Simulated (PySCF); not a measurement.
A species of formula C5H7N3 has this rotational fingerprint, computed with B3LYP/def2-SVPD in PySCF (dipole) on a GFN2-xTB geometry, gas phase:

* Rotational constants: A = 7312, B = 1324, C = 1129 MHz
* Dipole components: |μa| = 0.59 D, |μb| = 5.31 D, |μc| = 0.00 D
* Inertial defect: -3.16 u·Å²
* κ: -0.94

Question: Which structure is it? (One computed conformer of each.)
A. 4,6-dimethyl-1,2,3-triazine (`Cc1cc(C)nnn1`)
B. `[CH2:1]=[CH:2][c:3]1[n:4][n:5][c:6]([CH3:7])[nH:8]1` with C1–C2–C3–N4 0°

Answer: B. It is C=Cc1nnc(C)[nH]1, a near-prolate asymmetric top, point group Cs. The candidates at the same level (rigid rotor, commonest isotopes):

```csv
SMILES,A (MHz),B (MHz),C (MHz),μa (D),μb (D),μc (D),Δ (u·Å²),point group,rotor
C=Cc1nnc(C)[nH]1,7312,1324,1129,0.59,5.31,0.00,-3.16,Cs,near-prolate asymmetric top
Cc1cc(C)nnn1,4158,1830,1291,0.00,5.38,0.00,-6.26,C2v,asymmetric top
```

`Cc1cc(C)nnn1` has A 43 % too low. In the right answer the mirror of this Cs structure is the ab plane, so μc vanishes by symmetry. No structure here is proved a minimum.
